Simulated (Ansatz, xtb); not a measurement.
Relative energy of two isomers of C2H5BF−

Structure I: `C=C[BH2-]F`, a singlet. Structure II: `C/C=[BH-]\F`, a singlet. Both are isolated ions in the gas phase, relaxed with B3LYP-D3(BJ)/def2-SVPD; the shapes shown needn't be the lowest conformers.

I (Å):

```xyz
9

C    -1.0223    0.5704    1.9446
C    -1.6831   -0.2905    1.1497
B    -1.5088   -0.5172   -0.4402
F    -2.8357   -0.6403   -1.0718
H    -1.1676    0.6190    3.0321
H    -0.2878    1.2694    1.5256
H    -2.4098   -0.9455    1.6636
H    -0.8815    0.4262   -0.9607
H    -0.8828   -1.5862   -0.6234
```

II (Å):

```xyz
9

C    -0.5436   -0.8634    0.4063
C    -1.1524    0.4859    0.0980
B    -2.0999    0.7825   -0.9615
F    -2.5826   -0.2069   -1.8680
H     0.5672   -0.8858    0.3304
H    -0.9179   -1.6282   -0.2954
H    -0.7722   -1.2388    1.4296
H    -0.8262    1.3033    0.7584
H    -2.5822    1.8875   -1.1941
```

Quicker runs give these differences E(II) − E(I): GFN2-xTB +43.26 kJ/mol; HF/STO-3G +24.91 kJ/mol (at GFN2-xTB geometries); r2SCAN-D4/def2-SVPD −1.55 kJ/mol (at GFN2-xTB geometries).

Estimate which is lower in electronic energy at CCSD(T)/def2-SVPD + ΔMP2/def2-TZVPPD, and by roughly how much.

Too close to call at this level: CCSD(T)/def2-SVPD + ΔMP2/def2-TZVPPD gives E(II) − E(I) = +1.45 kJ/mol.

Level by level:

```tsv
level	geometry	E(II) − E(I) (kJ/mol)	departure from the last row (kJ/mol)	job, with rough time for the two
GFN2-xTB	GFN2-xTB	+43.26	+41.81	optimisation, 0.064 s
HF/STO-3G	GFN2-xTB	+24.91	+23.45	single point, 0.16 s
r2SCAN-D4/def2-SVPD	GFN2-xTB	−1.55	−3.00	single point, 3 s
B3LYP-D3(BJ)/def2-SVPD	B3LYP-D3(BJ)/def2-SVPD	+3.52	+2.06	optimisation, 53 s
HF/def2-SVPD	B3LYP-D3(BJ)/def2-SVPD	+7.85	+6.40	part of the CCSD(T) run
MP2/def2-SVPD	B3LYP-D3(BJ)/def2-SVPD	−2.31	−3.76	part of the CCSD(T) run
CCSD(T)/def2-SVPD	B3LYP-D3(BJ)/def2-SVPD	+5.20	+3.74	single point
CCSD(T)/def2-SVPD + ΔMP2/def2-TZVPPD	B3LYP-D3(BJ)/def2-SVPD	+1.45		single point, 29 s
```

As drawn, II has 1 C–C, 1 C=B, 1 C–H in place of 1 C=C, 1 C–B, 1 B–H.

The largest departure from CCSD(T)/def2-SVPD + ΔMP2/def2-TZVPPD is that of GFN2-xTB, 41.81 kJ/mol. The last row adds to CCSD(T) the change of the MP2 difference between the two basis sets, here −3.74 kJ/mol.

With harmonic frequencies from B3LYP-D3(BJ)/def2-SVPD (ideal gas, rigid rotor, one conformer each, 298.15 K, 1 atm): on the last row, ΔE + ΔZPE = +6.31, ΔH = +6.48, ΔG = +6.32 kJ/mol.

The correlated steps freeze 4 core orbitals. Mirror images aren't counted in ΔG. Codes used: Ansatz 0.2.0, xtb 6.7.1; the last row on 2 threads of Arm Neoverse V2 on a shared host.
